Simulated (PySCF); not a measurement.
# Two-component Hartree-Fock for Rh⁻ (rhodium, charge -1)

Start: [Kr] 4d8 5s2; 4d3/2 filled at m_j = -3/2, -1/2, +1/2, +3/2; 4d5/2 filled at m_j = -1/2, +1/2, +3/2, +5/2. Calculated with PySCF 2.14 in x2c-TZVPall-2c with one added diffuse shell each of s, p, d type (9s10p8d1f, 86 functions): generalised Hartree-Fock with the X2C-1e Hamiltonian and a Gaussian nucleus; one run each with spin-orbit coupling (SO) switched off, then screened by Boettger's factors.

```csv
spinor shell,electrons,"ε, spin-free (eV)","ε, screened SO (eV)",weight of nominal j (screened SO),"rms radius, screened SO (bohr)"
1s1/2,2,-23337.1,-23335.5,1.000,0.0374
2s1/2,2,-3460.7,-3460.2,1.000,0.154
2p1/2,2,-3094.1,-3194.2,1.000,0.134
2p3/2,4,-3094.1,-3047.6,1.000,0.138
3s1/2,2,-649.30,-649.14,1.000,0.415
3p1/2,2,-525.64,-543.48,1.000,0.411
3p3/2,4,-525.64,-517.24,1.000,0.422
3d3/2,4,-328.24,-331.39,0.997,0.401
3d5/2,6,-328.24,-325.97,0.998,0.405
4s1/2,2,-95.921,-95.871,1.000,1.05
4p1/2,2,-58.515,-62.540,0.943,1.15
4p3/2,4,-58.515,-56.555,0.972,1.18
4d3/2,4,-6.538,-6.958,0.696,1.72
4d5/2,4,-6.538,-6.139,0.734,1.75
5s1/2,2,-0.634,-0.635,1.000,5.28
```

```csv
quantity,spin-free,screened SO
E (hartree),-4780.81418,-4781.56456
M_J,4,4
⟨J²⟩,20.093,20.095
⟨L²⟩,12.009,12.053
⟨S²⟩,2.084,2.090
```

Each row is a mean over spinors that exchange with the open shell spreads, by up to 7.021 eV (4p3/2).

Rows whose weight is well below 1 are mixtures of j = l ± 1/2: exchange outweighs spin-orbit coupling there, and the label is only the starting occupation.

⟨J²⟩ departs a little from M_J(M_J + 1) because the unrestricted spinors polarise the closed shells.

Breit and QED terms are absent; they matter most for the inner s and p1/2 levels.

Densities and radii are taken from the X2C orbitals without a picture-change correction, which distorts them close to the nucleus.

Without spin-orbit coupling the j labels of p, d and f shells carry no meaning; the spin-free column gives the mean over the occupied spinors of each nl shell.
